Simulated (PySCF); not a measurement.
# Dipole response of Ar⁺ (argon, charge +1)

[Ne] 3s2 3p5, 2P determinant. All numbers are calculated (PySCF 2.14, the spin-free X2C one-electron Hamiltonian (Gaussian nucleus), in dyall-acv3z (19s12p6d4f, 113 functions)). Coupled (time-dependent) response in atomic units; α is the mean over directions.

```csv
method,mean α (bohr³),"α xx, yy, zz",C₆ (like pair),S(−4)
PBEsol,7.056,"6.834, 7.167, 7.167",32.02,10.67
```

S(−4) is the Cauchy moment in α(ω) = α(0) + S(−4) ω² + …

α(iu) at PBEsol:

```json
{"u (hartree)": "0", "α(iu) (bohr³)": "7.056"}
{"u (hartree)": "0.0500", "α(iu) (bohr³)": "7.030"}
{"u (hartree)": "0.100", "α(iu) (bohr³)": "6.951"}
{"u (hartree)": "0.200", "α(iu) (bohr³)": "6.657"}
{"u (hartree)": "0.300", "α(iu) (bohr³)": "6.225"}
{"u (hartree)": "0.500", "α(iu) (bohr³)": "5.180"}
{"u (hartree)": "0.750", "α(iu) (bohr³)": "3.941"}
{"u (hartree)": "1.00", "α(iu) (bohr³)": "2.982"}
{"u (hartree)": "1.50", "α(iu) (bohr³)": "1.796"}
{"u (hartree)": "2.00", "α(iu) (bohr³)": "1.178"}
{"u (hartree)": "3.00", "α(iu) (bohr³)": "0.6188"}
{"u (hartree)": "5.00", "α(iu) (bohr³)": "0.2680"}
```

A single London oscillator, α(iu) = α/(1 + u²/ω²), gives C₆ = (3/4) ω α². Matching the computed C₆ needs ω = 4 × 32.02 / (3 × 7.056²) = 0.858 hartree.

For an ion, C₆ is the dispersion term alone; charge-induced terms of lower order in 1/R come first.

The components differ because the open shell of this determinant is not spherical; for a pure term their mean is the scalar polarisability.
